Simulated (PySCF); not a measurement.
## Core-level binding energies of `N#C[SiH2][SeH]`

Species: CH₃NSeSi.
Bonds: N1–C2 (triple), C2–Si3, Si3–Se4. Hydrogens: H5, H6 on Si3; H7 on Se4.

Computed, not measured: delta-SCF UKS SCAN, pcX-2 on the ionised atom, pcseg-1 elsewhere, spin-free X2C (PySCF 2.14.0). These are vertical core ionisation energies against the vacuum level, from separate self-consistent calculations with and without the core hole.

List the computed XPS lines with their assignment.

```json
{"atom(s)": "Si3", "bonded to": "C, Se and 2 H", "level": "Si 1s", "binding energy (eV)": "1848.24", "2p1/2 (eV)": "–", "count": "1"}
{"atom(s)": "N1", "bonded to": "C (triple bond)", "level": "N 1s", "binding energy (eV)": "405.35", "2p1/2 (eV)": "–", "count": "1"}
{"atom(s)": "C2", "bonded to": "N (triple bond) and Si", "level": "C 1s", "binding energy (eV)": "291.92", "2p1/2 (eV)": "–", "count": "1"}
{"atom(s)": "Si3", "bonded to": "C, Se and 2 H", "level": "Si 2p3/2", "binding energy (eV)": "108.39", "2p1/2 (eV)": "109.01", "count": "1"}
```

Which photon wavelength matches the N 1s of N1 threshold?

λ = hc/E = 12398.42 eV Å / 405.35 eV = 30.587 Å.

Which photon energy gives electrons from N 1s of N1 a kinetic energy of 100 eV, and what is their de Broglie wavelength?

hν = 405.35 + 100 = 505.35 eV, recoil neglected; λ = 12.264 Å/√(E/eV) = 1.23 Å.

Spin–orbit coupling isn't in the SCF: each 2p doublet comes from a relaxed spin-free hole plus a matrix of the shell (mean-field spin–orbit coupling and the ground-state 2p splitting), with 2p3/2 averaged over its two sublevels. 2p1/2 minus 2p3/2 (ligand field included): Si 0.63 eV. No level of selenium is listed. The structure is a single PBE0-D3(BJ)/def2-SVP conformer in the gas phase; no vibrational or solvent corrections.

Shape of the structure used: `[N:1]#[C:2][SiH2:3][SeH:4]`: H–Se4–Si3–C2 67°.
